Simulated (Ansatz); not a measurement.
Isolated molecules relaxed with PBE0-D4/def2-TZVP in Ansatz; ΔE leaves out vibrations. CBS: MP2 limit from def2 TZ/QZ plus the TZ coupled-cluster correction, frozen cores. This one scheme is used for every species, atoms too. No spin–orbit coupling; open shells (•) take unrestricted orbitals. Spin–orbit coupling would lower the free atoms: a little for B, C, O. One conformer a species, not always the lowest.

`CC1CB1O` → B• + 3 C• + 7 H• + O•  (atomization)

`CC1CB1O`:

```xyz
12

C    -1.292    0.911   -0.307
C     0.100    0.370   -0.522
C     1.018    0.134    0.737
B     0.533   -1.028   -0.121
O     0.453   -2.346   -0.355
H    -1.917    0.754   -1.190
H    -1.787    0.410    0.530
H    -1.279    1.983   -0.087
H     0.633    0.841   -1.347
H     2.035    0.513    0.677
H     0.556    0.330    1.702
H     0.947   -2.870    0.283
```

```csv
species,CCSD(T)/CBS(def2) energy (Eh)
`CC1CB1O`,-218.34574
B•,-24.60433
C•,-37.79194
H•,-0.50000
O•,-75.00631
```

(1) Work out ΔE.

Largest T1 diagnostic among the species: 0.014.

Answers

(1) ΔE = 7 × (-0.50000) + 3 × (-37.79194) + (-24.60433) + (-75.00631) − (-218.34574) = 1.85928 Eh = +50.59 eV.

From BLYP to BHLYP (50 % exact exchange), in def2-TZVPP and without D4, ΔE moves by −1.01 eV: exact exchange takes away binding that semilocal exchange gives to molecules. The D4 term adds +0.32 eV with B3LYP and +0.17 eV with PBE0; it sums over pairs of atoms, weighted by their polarisabilities, and B3LYP, whose exchange is more repulsive, gets the larger term.

B3LYP here is the variant with VWN-RPA as its local correlation; programs differ in this.

For atomizations the MP2-based limit and the directly extrapolated one differ by several kJ/mol either way, and by 10 to 25 for some Ge, Se and Sn compounds, so smaller differences from it don't rank the levels.
